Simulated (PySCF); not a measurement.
AgP: frontier orbitals

r²SCAN0 at R = 2.345 Å; PySCF, spin-free X2C with a Gaussian nucleus, basis sets Ag x2c-TZVPPall, P x2c-TZVPPall. State: ³Σ⁻ (triplet), unpaired electrons π ↑↑. Only the outer orbitals are listed, counted within each symmetry.

```csv
spin,orbital,occ.,ε (eV),on Ag (%),main shells (%)
α,13σ,1,-10.55,85,"85 Ag d, 9 P p"
α,6π,1,-10.55,94,94 Ag d
α,6π,1,-10.55,94,94 Ag d
α,2δ,1,-10.10,100,100 Ag d
α,2δ,1,-10.10,100,100 Ag d
α,7π,1,-6.81,9,91 P p
α,7π,1,-6.81,9,91 P p
α,14σ,1,-6.76,39,"60 P p, 30 Ag s"
α,15σ,0,-2.21,82,"62 Ag s, 19 P p, 18 Ag p"
α,8π,0,0.32,97,96 Ag p
α,8π,0,0.32,97,96 Ag p
β,12σ,1,-14.08,20,"78 P s, 14 Ag d"
β,6π,1,-10.31,98,98 Ag d
β,6π,1,-10.31,98,98 Ag d
β,13σ,1,-10.19,80,"78 Ag d, 14 P s"
β,2δ,1,-10.08,100,100 Ag d
β,2δ,1,-10.08,100,100 Ag d
β,14σ,1,-6.36,45,"52 P p, 39 Ag s"
β,7π,0,-2.19,22,"78 P p, 20 Ag p"
β,7π,0,-2.19,22,"78 P p, 20 Ag p"
β,15σ,0,-2.02,76,"51 Ag s, 24 P p, 23 Ag p"
```

Problem. Which are the highest filled and the lowest empty level, where do they sit, and how wide is the gap?

Solution. Highest filled β 14σ at -6.36 eV (in %: 52 P p, 39 Ag s); lowest empty α 15σ at -2.21 eV (in %: 62 Ag s, 19 P p, 18 Ag p); the gap at r²SCAN0 is 4.15 eV.

```
bond order (Mayer)                              : 1.23
⟨S²⟩                                            : 2.019
charge on Ag (Mulliken, basis-dependent)        : 0.23
charge on Ag (Löwdin, basis-dependent)          : -0.17
dipole moment (positive dipole means Ag(−)P(+)) : -3.28 D
```

Spin–orbit coupling is left out. The state is the lowest single determinant that the PBE0 search found; with open d or f shells the true ground state can be another one.
